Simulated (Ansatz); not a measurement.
Geometry optimisation, RKS PBE/def2-SVP in Ansatz.

The input (input.yaml):

```yaml
crystal:
  periodic: [false, false, false]
  atoms:
    - { symbol: W, position_ang: [-0.143441, 0.057501, 0.18708] }
    - { symbol: F, position_ang: [-0.052632, 0.411212, 2.024041] }
    - { symbol: F, position_ang: [1.601983, -0.712467, 0.449829] }
    - { symbol: O, position_ang: [-0.470903, 1.883259, -0.151407] }
    - { symbol: H, position_ang: [-1.200531, 2.281075, -0.663376] }
    - { symbol: O, position_ang: [-2.044047, -0.014129, 0.013373] }
    - { symbol: H, position_ang: [-2.360789, -0.943326, 0.074639] }
    - { symbol: O, position_ang: [-0.612953, -1.82813, 0.306617] }
    - { symbol: H, position_ang: [0.200445, -2.367446, 0.397594] }
    - { symbol: F, position_ang: [0.324639, -0.085641, -1.636516] }
    - { symbol: O, position_ang: [2.182815, 1.909537, 1.184736] }
    - { symbol: H, position_ang: [2.819794, 1.181122, 1.077786] }
    - { symbol: H, position_ang: [1.68772, 1.628834, 1.994304] }
basis:
  gaussian: { orbitals: def2-SVP }
hamiltonian:
  xc: pbe
relax:
  f_tol: 0.03
  max_steps: 50
```

Launched with:

```bash
$ ansatz run input.yaml --threads 4 --pin off --max-ram 5120MiB --backend cpu --events-out ev --progress --plain --runs-dir out
```

Task: Where does it end, and by what steps?

Result: The run converged. After 19 steps the energy has fallen by 0.376 eV; H13 moved furthest, 1.25 Å. Joined: W1–O11 (3.14 → 2.32 Å).

| step | energy less start (eV) | largest force component (eV/Å) | accepted |
| --- | --- | --- | --- |
| 0 | 0.0000 | 0.643 | yes |
| 1 | 0.0131 | 1.778 | no |
| 2 | -0.0250 | 0.533 | yes |
| 3 | -0.0494 | 0.698 | yes |
| 4 | -0.0937 | 1.048 | yes |
| 5 | -0.1545 | 1.381 | yes |
| 6 | -0.2198 | 1.607 | yes |
| 7 | -0.2846 | 1.086 | yes |
| 8 | -0.3188 | 0.958 | yes |
| 9 | -0.3341 | 0.663 | yes |
| 10 | -0.3612 | 0.258 | yes |
| 11 | -0.3676 | 0.181 | yes |
| 12 | -0.3711 | 0.337 | yes |
| 13 | -0.3665 | 0.514 | no |
| 14 | -0.3750 | 0.036 | yes |
| 15 | -0.3757 | 0.038 | yes |
| 16 | -0.3759 | 0.076 | yes |
| 17 | -0.3763 | 0.039 | yes |
| 18 | -0.3760 | 0.072 | no |
| 19 | -0.3763 | 0.012 | yes |

```xyz
13
Properties=species:S:1:pos:R:3
W 0.045 0.062 0.300
F -0.072 0.187 2.189
F 1.612 -1.021 0.708
O -0.382 1.963 0.202
H -1.324 2.123 -0.008
O -1.843 0.152 -0.122
H -2.211 -0.756 -0.188
O -0.618 -1.770 0.210
H 0.141 -2.363 0.399
F 0.719 0.092 -1.454
O 1.901 1.407 0.674
H 2.429 1.047 1.414
H 1.535 2.279 0.935
```

Whether the end is a true minimum wasn't checked by a vibrational analysis.

Run time: 50 s on 4 threads of Arm Neoverse V2, on a shared host, peak memory 0.24 GiB.
